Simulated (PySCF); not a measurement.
Gas-phase reaction: 3 GeH2 + F2 + Si2H6 ⇌ 2 H3SiGeH3 + GeF2

Energies from PySCF, thermal terms from the rigid-rotor harmonic-oscillator model, ideal gas at 1 bar. † marks an energy on the PBE0/def2-TZVP geometry and frequencies; other levels use their own. MP2 and CCSD(T) freeze the core. 6-31G* has spherical d functions here. All species are closed-shell singlets. Ge: all electrons, no relativistic terms. GeH2: computed as isolated molecules; such fragments, hydroxides, amides, oligomers or adducts are transient or little studied in the gas. MP2 isn't extrapolated to the basis-set limit; its ΔH°(298 K) is -1170.0 kJ in def2-SVP and -1211.6 kJ in def2-TZVPP. CCSD(T) isn't extrapolated to the basis-set limit; its ΔH°(298 K) is -1092.9 kJ in def2-SVP and -1139.4 kJ in def2-TZVPP. The harmonic model lacks anharmonicity and excited electronic states, which grow with temperature; levels with a mode under 35 cm⁻¹ are left out. Internal rotation in Si2H6, H3SiGeH3 is treated as a harmonic vibration of one conformer, which makes the entropy rough.

ΔH° and ΔS° at 298 K: CCSD(T)/def2-SVP† -1093 kJ, -281 J/K; HF/6-31G* -1092 kJ, -284 J/K; HF/def2-TZVP† -1119 kJ, -281 J/K; M06-2X/def2-TZVP† -1148 kJ, -281 J/K; MP2/def2-TZVPP† -1212 kJ, -281 J/K.

Question: With the heat capacities included, give log10 K (1 bar) at 600, 1000, 1200, 1400, 1600 K from CCSD(T)/def2-SVP†, HF/6-31G*, HF/def2-TZVP†, M06-2X/def2-TZVP†, MP2/def2-TZVPP†.

Answer: 
```
T (K)  CCSD(T)/def2-SVP†  HF/6-31G*  HF/def2-TZVP†  M06-2X/def2-TZVP†  MP2/def2-TZVPP†
-----  -----------------  ---------  -------------  -----------------  ---------------
600                 80.6       80.2           82.9               85.4             90.9
1000                42.7       42.4           44.1               45.6             48.9
1200                33.3       33.0           34.5               35.7             38.5
1400                26.6       26.3           27.6               28.7             31.0
1600                21.6       21.3           22.5               23.4             25.5
```
